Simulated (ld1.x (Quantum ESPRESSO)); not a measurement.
# mercury (Hg): variants of one TM potential

Base potential:

| Item | Value |
| --- | --- |
| Element | Hg |
| Generator | ld1.x (Quantum ESPRESSO) 7.5 |
| Type | norm-conserving Troullier–Martins (Kleinman–Bylander form) |
| Functional | PBEsol |
| Relativity | scalar-relativistic |
| Frozen core | [Xe] |
| Valence charge | 26 |
| Reference configuration | 4f14 5d10 6s0.5 6p0 (charge +1.5) |
| Partial waves | 6s (bound): rc 1.65 bohr; 6p (bound, empty): rc 2.55 bohr; 4f (bound): rc 0.75 bohr; 5d (bound): rc 2.00 bohr |
| Local potential | the d channel |
| Core correction | none |

All-electron outer shells of the reference configuration (PBEsol, scalar-relativistic, ld1.x):

```tsv
shell	level (eV)	outermost node (bohr)	outermost maximum (bohr)
5s	-132.29	0.47	0.82
4f	-109.96	–	0.37
5p	-80.62	0.51	0.93
5d	-23.74	0.55	1.17
6s	-18.99	1.07	2.10
6p	-10.97	1.26	2.73
```

Cutoffs, loose and tight: the cutoffs (Ry, on a coarse ladder) from which the occupation-weighted sum of valence levels, in a spherical-Bessel basis at the reference potential, stays within 10 and 1 mRy of its value at 400 Ry. They do not see the model core or the augmentation charge, which bear on the density cutoff. Test errors are all-electron minus pseudo excitation energies from the reference, over the configurations 4f14 5d10 6s2 6p0; 4f14 5d10 6s1 6p0; 4f14 5d10 6s0 6p0; 4f14 5d9 6s2 6p0; 4f14 5d9 6s0 6p0; 4f14 5d9 6s2 6p1; 4f14 5d10 6s1.5 6p0. A dash means not determined; rows that change the core or the reference have their own tests.

A true bound ghost makes a file unfit for plane-wave use even where its test errors are small: the radial tests pick states by their node count and pass the ghost by.

Cutoffs are not given where the Bessel-basis levels miss the radial ones by over 6 mRy, ghosts where they miss by over 20 mRy; a channel whose overlap is not positive is not tested.

| change | outcome | cutoff, loose | cutoff, tight | bound ghosts | largest test error (meV) |
| --- | --- | --- | --- | --- | --- |
| base | generated | – | – | s | -46 |
| wave 5d (bound): rc 2.00 bohr becomes 5d (bound): rc 1.42 bohr | generated | – | – | s | -49 |
| wave 6s (bound): rc 1.65 bohr becomes 6s (bound): rc 2.48 bohr | generated | – | – | s | -72 |
| core [Kr] 4d10 4f14 5s2, valence charge 18; reference 5p6 5d10 6s2 6p0; waves now 5p (bound): rc 1.15 bohr; 5d (bound): rc 1.55 bohr; 5f channel at 0.2 Ry: rc 2.05 bohr; 6s (bound): rc 2.30 bohr; local potential the s channel | generated | 140 Ry | 230 Ry | none | -812 |
| wave 4f (bound): rc 0.75 bohr becomes 4f (bound): rc 0.50 bohr | generated | – | – | s | -47 |

Question: What comes out with this change to the base: functional PBE?

Answer: outcome: generated; bound ghosts: s; largest test error (meV): +32.

Question: What comes out with this change to the base: core correction a·sin(br)/r model core inside 0.78 bohr?

Answer: outcome: generated; bound ghosts: s; largest test error (meV): -90.
